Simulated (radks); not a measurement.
All-electron atom: Rh38+ in [He] 2s2 2p3.

Method: scalar-relativistic Kohn-Sham, LB94 model potential, spin-polarised, spherical densities, finite nucleus; open shells are filled with parallel spins first (spin-orbit coupling, left out, can overturn this in heavy ions); Fermi nuclear charge, rms radius 4.4945 fm; computed with a radial shooting solver on a logarithmic mesh with Libxc functionals.

Energy parts (Ry):
| part | energy |
|---|---|
| kinetic | 6667.49577 |
| electron-nucleus | -13412.37382 |
| Hartree | 497.98545 |
(The LB94 potential has no energy functional, so no total or exchange-correlation energy is given.)

Orbitals (lengths in bohr, moments of r in powers of bohr; r(max) is where P^2 peaks):
1s up: occ. 1; eigenvalue (Ry) -1916.232; r(max) 0.02115
1s down: occ. 1; eigenvalue (Ry) -1917.064; r(max) 0.02116
2s up: occ. 1; eigenvalue (Ry) -434.8023; r(max) 0.1167
2s down: occ. 1; eigenvalue (Ry) -430.7168; r(max) 0.1170
2p up: occ. 3; eigenvalue (Ry) -414.6155; r(max) 0.09235
2p down: occ. 0; eigenvalue (Ry) -410.7041; r(max) 0.09217

The highest occupied level is 2p up at -5641.1 eV. The density falls to 0.001 e/bohr^3 at r = 0.49 bohr. The spin density at the nucleus is 27.37 e/bohr^3 (1s -23.04, 2s 50.40).
